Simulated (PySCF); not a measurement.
## Excitation energy of Pt²⁺ by level of theory

Pt²⁺ [Xe] 4f14 5d8 (3F) → Pt²⁺ [Xe] 4f14 5d7 6s1 (5F), as a difference of total energies. Calculation: PySCF 2.14, in def2-QZVPPD with the def2 core potential (60 electrons); a scalar-relativistic core potential. Correlated levels: valence: 5s2 5p6 frozen; valence and next inner shell: nothing frozen outside the core potential. The calculations carry no spin-orbit coupling.

```
                                method  excitation energy (eV)
                                   UHF                   2.517
                                   LDA                   2.636
                                   PBE                   2.679
                                  PBE0                   2.802
                                r2SCAN                   2.530
                                PBEsol                   2.606
                                 TPSSh                   2.684
                                  PW91                   2.677
                                 B3LYP                   2.850
                         MP2 (valence)                   3.072
                     SCS-MP2 (valence)                   3.439
    MP2 (valence and next inner shell)                   2.720
SCS-MP2 (valence and next inner shell)                   2.983
```

Problem. How much does correlation contribute at MP2 (valence and next inner shell)?

Solution. 2.720 − (2.517) = 0.203 eV, measured against UHF.
